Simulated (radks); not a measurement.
The nuclear charge of the copper ion Cu2+ is varied continuously with 27 electrons held in [Ar] 3d9. Method: Dirac Kohn-Sham, PBEsol, spin-unpolarised, spherical densities, finite nucleus; open shells fill j = l - 1/2 first; Fermi nuclear charge, rms radius 3.8823 fm; computed with a radial shooting solver on a logarithmic mesh with Libxc functionals. By the Hellmann-Feynman theorem dE/dZ = E(electron-nucleus)/Z, the electronic potential at the nucleus (averaged over a nucleus of fixed radius).

Z     E (hartree)  E(electron-nucleus)/Z (hartree)   HOMO  e(HOMO) (eV)  <r> HOMO (bohr)
28.5  -1584.96685                         -133.416  3d5/2       -20.560           0.9909
28.6  -1598.33985                         -134.044  3d5/2       -22.250           0.9764
28.7  -1611.77558                         -134.671  3d5/2       -23.988           0.9625
28.8  -1625.27400                         -135.298  3d5/2       -25.771           0.9491
28.9  -1638.83509                         -135.924  3d5/2       -27.599           0.9363
29    -1652.45882                         -136.550  3d5/2       -29.472           0.9239
29.1  -1666.14517                         -137.176  3d5/2       -31.389           0.9121
29.2  -1679.89409                         -137.802  3d5/2       -33.348           0.9006
29.3  -1693.70559                         -138.428  3d5/2       -35.351           0.8896
29.4  -1707.57963                         -139.053  3d5/2       -37.395           0.8789
29.5  -1721.51620                         -139.678  3d5/2       -39.480           0.8686
29.6  -1735.51528                         -140.303  3d5/2       -41.607           0.8586
29.7  -1749.57687                         -140.928  3d5/2       -43.774           0.8489
29.8  -1763.70094                         -141.553  3d5/2       -45.981           0.8395
29.9  -1777.88750                         -142.178  3d5/2       -48.227           0.8305
30    -1792.13652                         -142.803  3d5/2       -50.513           0.8216

The central difference of E at Z = 29 is -136.550 hartree, to compare with the third column; the second derivative is -6.26 hartree.
